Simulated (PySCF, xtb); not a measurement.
Cl2HOTi, SMILES [Ti+]([OH])([Cl])[Cl], charge +1, multiplicity 1.

xtb with GFN2-xTB at its own geometry gives an orbital gap of 2.19 eV.

Geometry optimised at B3LYP-D3(BJ)/def2-SVP. The multiplicity is an assumed one; other spin states were not compared. The isomer is the one that the SMILES or the coordinates give; other isomers of the formula were not compared. Other conformers were not sampled.

What does PBE/def2-TZVPD in PySCF give? (The exact figures need the calculation; the answer reports its results.)

gap 2.81 eV (levels -13.32 and -10.52 eV).
